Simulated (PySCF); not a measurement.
Multinuclear NMR of C$_{6}$H$_{5}$NO$_{2}$

Bonds (- single, = double, # triple, : aromatic): O1=C2 1.195 Å, C2-O3 1.339 Å, O3-C4 1.379 Å, C4:C5 1.399 Å, C5:C6 1.392 Å, C6:C7 1.392 Å, C7:C8 1.393 Å, C8:N9 1.328 Å, N9:C4 1.318 Å. C2 carries H10; C5 carries H11; C6 carries H12; C7 carries H13; C8 carries H14.

PySCF calculation with PBE0-D3(BJ)/def2-SVP geometry, couplings computed with B3LYP/pcJ-1 (without the spin–dipole term) and σ from GIAO-PBE0/pcSseg-1; gas phase, one conformer, non-relativistic Hamiltonian.

Question: Predict the 15N NMR data.

Answer: 
| atoms | environment | σ (ppm) | δ (ppm) |
| --- | --- | --- | --- |
| N9 | pyridine-type ring nitrogen | -61.9 | -93.8 |

Shieldings were converted by a linear fit to measured shifts: 15N (scatter 7.2 ppm rms vs CH3NO2, solution or neat liquid). A few per cent of atoms miss by over 2 rms, more outside the fitted compound classes. Couplings are scaled by factors fitted to measured values: 3J(H,H) × 0.91 (rms 0.4 Hz, 0.5 with 2 outliers); all others are unscaled and can be 10–30 % off.

Couplings (the largest are listed; each averaged over equivalent pairs): 2J(N9,H14) = -13.4 Hz, 3J(N9,H13) = -1.5 Hz. Signs are for 15N, whose magnetogyric ratio is negative.

On a 500 MHz spectrometer 15N resonates near 50.7 MHz, so 1 ppm is 50.7 Hz.

Question: What are the 17O shifts?

Answer: 
| atoms | environment | σ (ppm) | δ (ppm) |
| --- | --- | --- | --- |
| O1 | ester carbonyl oxygen | -126.1 | 376.6 |
| O3 | ester alkoxy oxygen | 61.0 | 209.7 |

Shieldings were converted by a linear fit to measured shifts: 17O: δ = 264.06 − 0.892σ (rms 13.4 ppm, 147 shifts, 14.2 ppm with the 1 outlier that the fit left out vs liquid water, solution or neat liquid). Occasional misses reach two or three times the rms, and more in compound classes unlike the fitted ones. Couplings are scaled by factors fitted to measured values: 3J(H,H) × 0.91 (rms 0.4 Hz, 0.5 with 2 outliers); all others are unscaled and can be 10–30 % off.

Couplings (the largest are listed; each averaged over equivalent pairs; quadrupolar broadening usually hides them): 2J(O3,H10) = -47.7 Hz, 2J(O1,H10) = -9.3 Hz, 3J(O3,H11) = 1.5 Hz.

On a 400 MHz spectrometer 17O resonates near 54.2 MHz, so 1 ppm is 54.2 Hz.
